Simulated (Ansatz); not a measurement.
Cd₂O₂⁺. Total charge 1; doublet. Geometry r2SCAN-D4/def2-TZVP.

Cartesian coordinates in Å:
```
Cd 1.389 0.564 1.162
Cd 0.223 -1.856 0.323
O -0.554 1.171 -0.560
O -1.059 0.121 -0.925
```

In the def2 sets Cd takes a core potential, while STO-3G treats all electrons; there is no spin–orbit coupling. The structure holds one bond between oxygen atoms, so isomers without such links may lie far lower. At HF/STO-3G, PBE-D4/def2-SVP, PBE0-D4/def2-SVP, PBE0-D4/def2-TZVP and others the charge 1 doublet is spin-contaminated (final ⟨S²⟩ up to 1.80, 0.75 for a pure state). The geometry of the doublet was relaxed on an unsound state (⟨S²⟩ 1.35, where a pure state has 0.75). At ωB97X-V/def2-TZVP a quartet of charge 1 lies 0.11 eV below the doublet, each at its own geometry. The structure comes from a short search, and lower isomers may exist.

**Question.** Estimate the α-spin orbital energies around the gap (eV) in Ansatz with HF/STO-3G, PBE-D4/def2-SVP, PBE0-D4/def2-SVP, PBE0-D4/def2-TZVP, ωB97X-V/def2-TZVP.

**Answer.** 
```tsv
orbital	HF/STO-3G	PBE-D4/def2-SVP	PBE0-D4/def2-SVP	PBE0-D4/def2-TZVP	ωB97X-V/def2-TZVP
HOMO−5	-15.22	-17.65	-19.86	-19.86	-22.31
HOMO−4	-15.20	-17.60	-19.80	-19.74	-22.26
HOMO−3	-15.20	-17.34	-19.78	-19.74	-22.16
HOMO−2	-15.18	-12.21	-13.55	-13.55	-16.28
HOMO−1	-10.77	-11.29	-13.54	-13.53	-16.26
HOMO	-8.35	-11.17	-12.81	-12.82	-14.70
LUMO	0.78	-9.65	-8.77	-8.77	-6.84
LUMO+1	1.12	-6.60	-5.85	-5.92	-4.21
LUMO+2	2.06	-6.42	-5.48	-5.57	-3.69
LUMO+3	3.34	-5.83	-5.05	-5.13	-3.38
LUMO+4	4.56	-4.67	-3.80	-3.84	-2.07
LUMO+5	6.08	-4.39	-3.51	-3.57	-1.79
β HOMO	-10.50	-10.69	-11.18	-11.19	-12.77
β LUMO	-0.19	-9.29	-8.10	-8.09	-5.97
```
